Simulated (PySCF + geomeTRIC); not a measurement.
A geometry relaxed with TPSSh-D3(BJ)/def2-TZVP (PySCF + geomeTRIC), charge 0, multiplicity 2:

```xyz
4

Br     2.4913    -0.2399    -0.0153
H     -1.8723    -0.0097    -0.0226
O     -1.0066    -0.4382    -0.0551
Ga     0.3768     0.7178     0.0491
```

Task: Write the SMILES of this molecule.

Result: `[OH][Ga][Br]`
